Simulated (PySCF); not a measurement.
# Two-component Hartree-Fock for Ag⁺ (silver, charge +1)

Start: [Kr] 4d10. Calculated with PySCF 2.14 in x2c-SVPall-2c with one added diffuse shell each of s, p, d type (7s9p7d1f, 76 functions): generalised Hartree-Fock with the X2C-1e Hamiltonian and a Gaussian nucleus; one run each with spin-orbit coupling (SO) switched off, then screened by Boettger's factors.

```tsv
spinor shell	electrons	ε, spin-free (eV)	ε, screened SO (eV)	weight of nominal j (screened SO)	rms radius, screened SO (bohr)
1s1/2	2	-25649.6	-25647.8	1.000	0.0357
2s1/2	2	-3868.3	-3867.8	1.000	0.146
2p1/2	2	-3464.7	-3586.3	1.000	0.127
2p3/2	4	-3464.7	-3408.6	1.000	0.131
3s1/2	2	-752.41	-752.29	1.000	0.392
3p1/2	2	-616.29	-638.50	1.000	0.387
3p3/2	4	-616.29	-606.00	1.000	0.398
3d3/2	4	-401.95	-405.71	1.000	0.374
3d5/2	6	-401.95	-399.34	1.000	0.377
4s1/2	2	-124.24	-124.23	1.000	0.982
4p1/2	2	-82.728	-86.440	1.000	1.06
4p3/2	4	-82.728	-81.018	1.000	1.09
4d3/2	4	-22.082	-22.489	1.000	1.49
```

Question: Where does 4d5/2 lie, and what is the 4d spin-orbit splitting (screened SO)?

Answer: At -21.814 eV, 0.675 eV above 4d3/2.

```json
{"quantity": "E (hartree)", "spin-free": "-5311.62214", "screened SO": "-5312.57803"}
{"quantity": "M_J", "spin-free": "0", "screened SO": "0"}
{"quantity": "⟨J²⟩", "spin-free": "0.000", "screened SO": "0.000"}
{"quantity": "⟨L²⟩", "spin-free": "0.000", "screened SO": "0.015"}
{"quantity": "⟨S²⟩", "spin-free": "0.000", "screened SO": "0.015"}
```

Breit and QED terms are absent; they matter most for the inner s and p1/2 levels.

Densities and radii are taken from the X2C orbitals without a picture-change correction, which distorts them close to the nucleus.

Without spin-orbit coupling the j labels of p, d and f shells carry no meaning; the spin-free column gives the mean over the occupied spinors of each nl shell.
